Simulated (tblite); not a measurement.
Compound: C₉H₈S₂.
Atom-mapped SMILES: `[CH3:1][c:2]1[cH:3][cH:4][c:5](-[c:6]2[cH:7][cH:8][cH:9][s:10]2)[s:11]1` (hydrogens: H12, H13, H14 on C1; H15 on C3; H16 on C4; H17 on C7; H18 on C8; H19 on C9)

The geometry is computed with GFN2-xTB (gas phase).

Question: List the bond lengths, angles and torsions at this level.

Answer: 
| bond | length (Å) | order |
| --- | --- | --- |
| C1–C2 | 1.486 | single |
| C2–C3 | 1.361 | aromatic |
| C3–C4 | 1.408 | aromatic |
| C4–C5 | 1.368 | aromatic |
| C5–C6 | 1.428 | single |
| C6–C7 | 1.370 | aromatic |
| C7–C8 | 1.408 | aromatic |
| C8–C9 | 1.358 | aromatic |
| C9–S10 | 1.720 | aromatic |
| C5–S11 | 1.744 | aromatic |
| C2–S11 | 1.736 | aromatic |
| C6–S10 | 1.742 | aromatic |
| C1–H12, C1–H13, C1–H14 | 1.089 | single |
| C3–H15 | 1.076 | single |
| C4–H16 | 1.076 | single |
| C7–H17 | 1.076 | single |
| C8–H18 | 1.075 | single |
| C9–H19 | 1.072 | single |

Bonds in one row agree within 0.01 Å and their mean is given. Orders are formal, as drawn. A selection of angles:
| angle | degrees |
| --- | --- |
| C2–C1–H12 | 110.6 |
| C2–C1–H14 | 110.0 |
| H12–C1–H13 | 107.7 |
| H12–C1–H14 | 108.9 |
| C1–C2–C3 | 128.8 |
| C1–C2–S11 | 120.1 |
| C3–C2–S11 | 111.0 |
| C2–C3–C4 | 113.6 |
| C2–C3–H15 | 123.1 |
| C4–C3–H15 | 123.3 |
| C3–C4–C5 | 113.2 |
| C3–C4–H16 | 124.1 |
| C5–C4–H16 | 122.6 |
| C4–C5–C6 | 128.8 |
| C4–C5–S11 | 110.7 |
| C6–C5–S11 | 120.6 |
| C5–C6–C7 | 128.3 |
| C5–C6–S10 | 120.9 |
| C7–C6–S10 | 110.8 |
| C6–C7–C8 | 113.2 |
| C6–C7–H17 | 122.6 |
| C8–C7–H17 | 124.2 |
| C7–C8–C9 | 112.7 |
| C7–C8–H18 | 123.6 |
| C9–C8–H18 | 123.6 |
| C8–C9–S10 | 112.3 |
| C8–C9–H19 | 128.6 |
| S10–C9–H19 | 119.1 |
| C6–S10–C9 | 91.1 |
| C2–S11–C5 | 91.5 |

Torsions: C4–C5–C6–C7 180° (antiperiplanar).

The 11 heavy atoms lie in one plane (0.001 Å rms). Of the pairs four or more bonds apart, S11···H17 is among the closest relative to their van der Waals radii: 2.87 Å, 96 % of the sum of Bondi's values. The 5-membered ring C6–C7–C8–C9–S10 has internal angles of 91.1° to 113.2°; it is planar, 0.00 Å rms from its mean plane, widest ring torsion 0°. The 5-membered ring C2–C3–C4–C5–S11 has internal angles of 91.5° to 113.6° (sum 540°, against 540° for a flat polygon); it is planar, 0.00 Å rms from its mean plane, widest ring torsion 0°. The 8 C–C bonds span 1.358 Å (C8–C9, aromatic) to 1.486 Å (C1–C2, drawn single), a spread of 0.128 Å. The C–S distances run from 1.720 Å (C9–S10, aromatic) to 1.744 Å (C5–S11, aromatic), a spread of 0.024 Å.

Point group: Cs (tolerance 0.08 Å). Its GFN2-xTB frequencies are all real (lowest 46 cm⁻¹). The numbers are those of one conformer. 3 starts were optimised and ended at 0.00, 0.05 and 1.48 kcal/mol (GFN2-xTB); the lowest of these is shown.
